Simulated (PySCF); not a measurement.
CH2O, SMILES [H]/[C-]=[O+]/[H]. Atoms are numbered in the order given.

```xyz
4

C      0.2257     0.7051     0.0000
O     -0.1553    -0.5468     0.0000
H      0.6325    -1.1094     0.0000
H     -0.7443     1.2528     0.0000
```

Coordinates come from a ωB97X-D3(BJ)/def2-TZVPD optimisation.

Lowest vertical singlet excitation by several levels in PySCF, with rough processor times relative to the cheapest run on one machine. Each run also gave further roots (ADC and EOM-CCSD ionised and attached states too); roots are paired by order and the bases differ. EOM-CCSD serves as a yardstick, not as the true value; all levels that ended soundly for this molecule are listed, with differences from unrounded values.

```tsv
level	relative cost	S1 (eV)	S1 minus EOM-CCSD (eV)
TDDFT-PBE/def2-TZVPD	1	2.78	-0.32
ADC(2)/aug-cc-pVDZ	1	3.02	-0.08
TDDFT-LC-ωPBE/def2-TZVPD	4	2.75	-0.34
EOM-CCSD/aug-cc-pVDZ	4	3.09	0.00
```
